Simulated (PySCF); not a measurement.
## Electron correlation in As⁺ (arsenic, charge +1)

[Ar] 3d10 4s2 4p2, high-spin 3P determinant. All numbers are calculated (PySCF 2.14, scalar relativity through the core potential, in cc-pVTZ-PP with ECP10MDF (5s4p3d1f, 39 functions)). Frozen: 3s2 3p6 3d10; 4 electrons correlated.

MP2 pair energies summed by pair of shells (mhartree):

```tsv
pair	energy	share (%)
4s-4p	-33.36	61.7
4s-4s	-15.42	28.5
4p-4p	-5.26	9.7
```

Total MP2 correlation energy: -54.04 mhartree.

Same-spin part -8.99 and opposite-spin part -45.05 mhartree; SCS-MP2 scales them by 1/3 and 6/5 to -57.06 mhartree.

| level | correlation energy (mhartree) |
| --- | --- |
| CCSD | -69.43 |
| (T) | -1.63 |
| CCSD(T) | -71.06 |

Diagnostics: T1 = 0.0075, D1 = 0.0196, largest double amplitude 0.091.

Cost of the coupled-cluster step: 0.38 s of wall time on 1 thread of AMD EPYC 7R43 64-Core Processor (shared host), for 4 correlated electrons.
